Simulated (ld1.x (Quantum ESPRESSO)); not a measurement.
## Ranking TM potentials for indium

All share these settings but for the change named:

indium (In), norm-conserving Troullier–Martins (Kleinman–Bylander form), made with ld1.x (Quantum ESPRESSO) 7.5 (PBE, scalar-relativistic). Core [Kr], reference 4d10 5s1.5 5p1.5. Waves: 5p (bound): rc 2.55 bohr; 4d (bound): rc 1.55 bohr; 5s (bound): rc 2.25 bohr. Local part: the s channel. Core correction: none.

Test errors are all-electron minus pseudo excitation energies from the reference, over 4d10 5s2 5p1; 4d10 5s2 5p0; 4d10 5s1 5p0; 4d10 5s0 5p3; 4d10 5s0 5p0; 4d9 5s0 5p0; 4d10 5s1 5p1. None of these files shows a bound ghost.

The base gives 60.0 meV.

Of 10 variants that were run, those that failed, showed a ghost or another fault, or gave nearly equal values are left out.

A variant can come out equal or close to the base, since the largest error may sit in a test that the change hardly touches while other tests move.

Question: Rank these variants by their largest absolute test error, smallest first.
A. wave 5p (bound): rc 2.55 bohr becomes 5p (bound): rc 2.58 bohr
B. wave 5s (bound): rc 2.25 bohr becomes 5s (bound): rc 3.16 bohr
C. core correction a·sin(br)/r model core inside 1.26 bohr

Answer: A (59.5 meV), C (269.3 meV), B (560.8 meV).
